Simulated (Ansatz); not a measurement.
`[BH2][GeH2][OH]` + `[BH2][AlH][OH]` → `B[O][AlH][BH2]` + `[OH][GeH3]` at 600 K and 1 bar (cleavage of the B–Ge bond).

Program: Ansatz. Geometries: PBE0-D4/def2-TZVP. ΔE: electronic, gas phase. CBS: MP2 limit from def2 TZ/QZ plus the TZ coupled-cluster correction, frozen cores. For Ge outer-core shells are correlated without core-valence functions, which leaves a few kJ/mol of doubt a bond. Scalar relativity is left out up to krypton. Each species was taken in one conformer, which may not be the lowest.

| species | CCSD(T)/CBS energy (Eh) | H − E (kJ/mol) | S (J/(mol·K)) |
| --- | --- | --- | --- |
| `[BH2][GeH2][OH]` | -2179.06509 | 179.4 | 387.3 |
| `[BH2][AlH][OH]` | -344.39123 | 151.5 | 367.8 |
| `B[O][AlH][BH2]` | -369.81639 | 194.2 | 428.4 |
| `[OH][GeH3]` | -2153.69723 | 132.5 | 324.6 |

H − E and S are ideal-gas, rigid-rotor, harmonic terms from PBE0-D4/def2-TZVP, for one conformer and one mirror image of each species. 1 Eh = 2625.50 kJ/mol, R = 8.31446 J/(mol·K).

By hand: ΔE, ΔH, ΔS and ΔG.

ΔE = (-369.81639) + (-2153.69723) − (-2179.06509) − (-344.39123) = -0.05730 Eh = -150.4 kJ/mol. Δ(H − E) = 194.2 + 132.5 − 179.4 − 151.5 = -4.2, so ΔH = -154.6 kJ/mol. ΔS = 428.4 + 324.6 − 387.3 − 367.8 = -2.1 J/(mol·K). ΔG = -154.6 − 600 × (-2.1)/1000 = -153.3 kJ/mol.

By hand: the equilibrium constant, and the temperature at which ΔG would vanish if ΔH and ΔS stayed fixed.

log₁₀ K = −ΔG/(RT ln 10) = 13.3. ΔG = 0 at ΔH/ΔS = 73619 K, far beyond where these terms or the molecules hold.

The number of gas molecules stays the same, so ΔS is small and ΔH decides. A doubt of 5 kJ/mol in ΔE shifts log₁₀ K by 0.4 here. Other conformers and mirror images would add mixing entropy, several J/(mol·K) or more a flexible species. These are equilibria of isolated gas molecules and say nothing of rates. Largest T1 diagnostic: 0.014 (customary marks: 0.02 for closed shells, 0.045 for open ones).
